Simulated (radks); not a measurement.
Valence configurations of K (all share [Ar]). Method: non-relativistic Kohn-Sham, PBE, spin-polarised, spherical densities, point nucleus; open shells are filled with parallel spins first; computed with a radial shooting solver on a logarithmic mesh with Libxc functionals. Energies are relative to 4s1; eigenvalues in eV for spin up.

valence      E (eV)  moment (Bohr magnetons)   e(3d)   e(4p)   e(4s)
4s1           0.000                        1       -       -  -2.534
3d0.5 4s0.5   1.257                        1  -0.420       -  -2.955
4p1           1.560                        1       -  -1.545       -
3d1           2.503                        1  -0.694       -       -

NIST lists [Ar] 4s1 as the ground configuration; this level of theory agrees among the configurations tried. The energies are those of spherical high-spin densities, not of single terms.
